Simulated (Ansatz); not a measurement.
Abridged output of a molecular run in Ansatz:

```
Functional definition: HF
1392 factors; integrals over basis functions are off by at most 1.5e-3 eV
mean field evaluation 1: about -18343.9617 eV, gradient 4.2e1 eV
mean field evaluation 2: about -18344.2308 eV, gradient 4.2e1 eV
mean field evaluation 4: about -18348.5988 eV, gradient 3.6e0 eV
mean field evaluation 8: about -18348.6645 eV, gradient 2.2e-1 eV
mean field -18348.66468585 eV, -674.3009900334 hartree, gradient 3.5e-6 eV, S^2 0.000000; 0 other end points of the search recorded, 0 dependent functions left out
12 core orbitals not correlated: weight in the atoms' cores, before any rotation towards them, 1.000 or more for the frozen orbitals, at most 0.000 for the correlated occupied ones
reference -18348.66468585 eV, -674.3009900334 hartree; 12, 12 occupied and 220, 220 virtual orbitals, 1392 factors
second order -17.17627240 eV of doubles, -0.00000000 eV of singles
cycle   1  -17.93967526 eV  change   -7.6e-1 eV  update   9.1e-2
cycle   2  -18.42375644 eV  change   -4.8e-1 eV  update   2.8e-2
cycle   3  -18.49161185 eV  change   -6.8e-2 eV  update   1.2e-2
cycle   4  -18.48502082 eV  change    6.6e-3 eV  update   3.3e-3
cycle   5  -18.48480640 eV  change    2.1e-4 eV  update   1.4e-3
cycle   6  -18.48469232 eV  change    1.1e-4 eV  update   4.5e-4
cycle   7  -18.48454671 eV  change    1.5e-4 eV  update   1.6e-4
cycle   8  -18.48457825 eV  change   -3.2e-5 eV  update   5.5e-5
cycle   9  -18.48458865 eV  change   -1.0e-5 eV  update   1.8e-5
perturbative correction -0.76417190 eV, -0.0280827994 hartree
Total energy: -18367.91344640 eV, -675.0083689362 hartree
```

Its atoms:

Z-matrix (Å, degrees):
```
Si
C 1 1.886
Si 1 2.244 2 54.2
N 1 1.712 2 116.3 3 109.1
H 1 1.487 2 113.0 3 -111.0
H 2 1.089 1 116.8 3 -110.0
H 2 1.088 1 118.2 3 112.4
H 3 1.483 1 122.5 2 -100.4
H 3 1.483 1 122.2 2 99.7
H 4 1.006 1 120.2 2 -130.9
H 4 1.007 1 121.3 2 80.3
```

Question: Which basis set was used?
A. def2-SVP
B. def2-TZVPPD
C. def2-TZVPP
D. def2-SVPD

Answer: C. It gives 244 functions.

Question: Write the keys of the input that set method, charge and spin (a neutral closed shell needs none for the last two).

Answer: 
```yaml
correlation: {method: ccsd_t}
```
